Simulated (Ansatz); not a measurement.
Basis-set extrapolation for `CS[Si]O` (PBE0-D4/def2-TZVP geometry, frozen core, Ansatz). Multiplicity 1, RHF reference.

```
                      def2-TZVPP   def2-QZVPP
                 HF  -801.640663  -801.666309
    MP2 correlation    -0.694506    -0.749888
CCSD(T) correlation    -0.764583    -0.815962
```

Energies in hartree. Use E(X) = E(∞) + A·exp(−7.88·√X) for Hartree–Fock and E(X) = E(∞) + B·X^(−2.97) for correlation, with X = 3 and 4.

Question: What is the CCSD(T) energy at the basis-set limit?

Answer: HF limit: -801.666309 + (-0.025646) × 0.13774 = -801.66984. Correlation limit: -0.815962 + (-0.051379) × 0.74074 = -0.85402. Total: -802.52386 hartree, 311.4 kJ/mol below CCSD(T)/def2-TZVPP.
